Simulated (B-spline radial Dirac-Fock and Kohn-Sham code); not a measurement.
**Relativistic shifts of the levels of V¹³⁺**

System: vanadium as V¹³⁺, [He] 2s2 2p6.

Both columns are ΔSCF binding energies of the configuration average from a radial B-spline solver: non-relativistic Hartree-Fock with a point nucleus, and Dirac-Fock with a finite nucleus and the Coulomb interaction alone, averaged over the two j levels with weights 2j+1.

```tsv
shell	Hartree-Fock (eV)	Dirac-Fock (eV)	shift (eV)	shift (%)
1s	5838.5	5878.7	+40.17	+0.69
2s	997.3	1006.1	+8.77	+0.88
2p	895.3	897.2	+1.95	+0.22
```

Relativity binds 1s, 2s, 2p more strongly, among those listed most of all 2s in relative terms.

Values without a named source are computed, but for edge energies of neutral atoms, which are taken from tables.
